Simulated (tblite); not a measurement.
Species: C8H7F.
Cartesian coordinates in Å at the GFN2-xTB level; atoms count from 1:
```xyz
16
C8H7F angstrom
C      4.6499   -0.1191   -0.6851
C      3.4749   -0.3709   -0.7253
C      2.1098   -0.7046   -0.7999
F      1.8392   -1.8302   -1.5051
C      1.1131    0.0031   -0.2341
C     -0.2697   -0.3466   -0.3168
C     -1.2545    0.3720    0.2561
C     -2.6452    0.0226    0.1748
C     -3.6183    0.7346    0.7423
H      5.6698    0.1225   -0.6365
H      1.3888    0.8914    0.3157
H     -0.5130   -1.2413   -0.8750
H     -1.0091    1.2672    0.8140
H     -2.8845   -0.8729   -0.3845
H     -3.4054    1.6290    1.3047
H     -4.6536    0.4521    0.6635
```

Method: GFN2-xTB as coded in tblite; computed harmonic values from a numerical Hessian at the method's own geometry, unscaled. This tight-binding method is rough: wavenumbers can miss measured ones by several per cent, in bad cases by 10 to 20. One conformer, not necessarily the lowest.

Harmonic wavenumbers (cm⁻¹): 63.1, 76.6, 107.9, 156.5, 181.2, 231.3, 235.3, 371.6, 372.7, 423.6, 516.2, 520.5, 558.8, 633.8, 651.5, 684.2, 805.4, 849.3, 854.5, 880.9, 951.5, 976.7, 1030.5, 1128.8, 1186.0, 1198.3, 1225.7, 1265.0, 1286.6, 1313.4, 1409.8, 1590.5, 1621.5, 1652.9, 2236.8, 3049.6, 3059.2, 3070.0, 3089.8, 3101.8, 3134.7, 3393.8.

A = 6359, B = 568.4, C = 521.8 MHz; mass 122.053 u (most abundant isotopes); point group Cs, symmetry number 1.

**Question.** Zero-point energy?

**Answer.** ½Σν̃ = 25574 cm⁻¹ = 305.93 kJ/mol.

**Question.** What is S at 200 K and 1 bar for an ideal gas of classical rigid rotors and harmonic oscillators?

**Answer.** Translation 160.48, rotation 118.54, vibration 74.15: S = 353.2 J/(mol K).

**Question.** And Cp and H(200 K) − H(0)?

**Answer.** Cp = 116.89 J/(mol K), of which vibrations give 83.63 (their classical limit is 42 R = 349.2); H(200 K) − H(0) = 14.99 kJ/mol without the zero-point energy, 8.34 from vibrations.

**Question.** Blend soft modes into free rotors: weight 1/[1 + (100 cm⁻¹/ν̃)⁴] for the oscillator and the rest for a rotor with moment μB/(μ + B), μ = h/(8π²ν), B = 10⁻⁴⁴ kg m². What vibrational entropy results?

**Answer.** 70.38 J/(mol K) in place of 74.15, which changes −T·S at 200 K by +0.75 kJ/mol.

**Question.** How do the functions run with temperature in this model?

**Answer.** 
```tsv
T (K)	S (J/(mol K))	Cp (J/(mol K))	H − H(0) (kJ/mol)	G − H(0) (kJ/mol)	ln q(vib)
150	322.5	97.0	9.64	-38.74	2.65
250	381.4	136.5	21.33	-74.02	5.16
298.15	407.0	154.8	28.35	-93.00	6.36
400	457.5	189.6	45.94	-137.06	8.88
600	544.6	240.0	89.25	-237.52	13.66
900	651.5	286.4	168.83	-417.56	20.23
```

q(vib) and H(0) count from the zero-point level.

**Question.** Which modes carry the vibrational entropy at 200 K?

**Answer.** 63.1 cm⁻¹: 14.95; 76.6 cm⁻¹: 13.37; 107.9 cm⁻¹: 10.63; 156.5 cm⁻¹: 7.75; 181.2 cm⁻¹: 6.68; 231.3 cm⁻¹: 4.98 J/(mol K); the other 36 give 15.79 together.

**Question.** What must be added to the electronic energy to get the Gibbs energy at 200 K and 1 bar?

**Answer.** ZPE + [H(200 K) − H(0)] − T·S = 305.93 + 14.99 − 70.63 = 250.29 kJ/mol.

Hindered rotation and anharmonicity are outside this model. Other conformers, if any are populated, would add a mixing term that is left out.
